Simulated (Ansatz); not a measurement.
Relaxation of ZrS₂ with RKS B3LYP-D4/def2-TZVP.

```sh
$ ansatz run in.yaml --threads 4 --pin off --events-out ev --progress --plain --max-ram 3916MiB
```

```yaml
crystal:
  periodic: [false, false, false]
  atoms:
    - {symbol: Zr, position_ang: [0.379190, -0.227140, 1.329710]}
    - {symbol: S, position_ang: [0.225460, -0.859980, -0.948370]}
    - {symbol: S, position_ang: [-0.604650, 1.087120, -0.381340]}
basis:
  gaussian: {orbitals: def2-TZVP}
hamiltonian: {xc: {name: B3LYP}, dispersion: d4}
scf: {lower_state_search: "off"}
output: {orbitals: {seedname: orbitals}}
relax: {f_tol: 0.02, max_steps: 100}
```

It took 3.5 s on 4 threads of Arm Neoverse V2 on a shared host.

Positions (Å) and forces (eV/Å) at steps 1, 2, 3, 4 of 4:

```xyz
3
step=1 energy=-22952.7410 eV
Zr    0.379   -0.227    1.330   -0.037    0.027   -0.119
S     0.225   -0.860   -0.948   -0.406    0.978    0.341
S    -0.605    1.087   -0.381    0.443   -1.006   -0.223
3
step=2 energy=-22952.7885 eV
Zr    0.380   -0.227    1.333    0.008   -0.003    0.032
S     0.214   -0.834   -0.943   -0.189    0.434    0.108
S    -0.594    1.061   -0.390    0.180   -0.430   -0.140
3
step=3 energy=-22952.7978 eV
Zr    0.382   -0.229    1.342   -0.013    0.007   -0.046
S     0.204   -0.812   -0.942    0.048   -0.102   -0.005
S    -0.586    1.041   -0.401   -0.036    0.095    0.051
3
step=4 energy=-22952.7983 eV
Zr    0.382   -0.228    1.340   -0.001    0.000   -0.002
S     0.206   -0.816   -0.941   -0.001    0.002    0.002
S    -0.587    1.044   -0.398    0.001   -0.003    0.000
```

In the def2 sets Zr takes a core potential; there is no spin–orbit coupling. The restricted singlet is unstable towards broken spin symmetry at other levels; at B3LYP-D4/def2-TZVP this wasn't settled. At B3LYP-D4/def2-TZVP a triplet of charge 0 lies 0.10 eV below the restricted singlet, each at its own geometry. The structure comes from a short search, and lower isomers may exist.
